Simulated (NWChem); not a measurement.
System: CH₄GeO; SMILES O=[CH][GeH3]

All runs: NWChem. Geometry: optimised at PBE-D3(BJ)/def2-SVP. Ions are spin-unrestricted doublets at the neutral geometry; other ion states weren't tried.

Question: Order these by “−ε(HOMO) (eV)”, lowest first: B3LYP/def2-TZVP; PBE/def2-TZVP; BHandHLYP/def2-TZVP.

Answer: PBE/def2-TZVP (5.76), B3LYP/def2-TZVP (6.95), BHandHLYP/def2-TZVP (8.50)
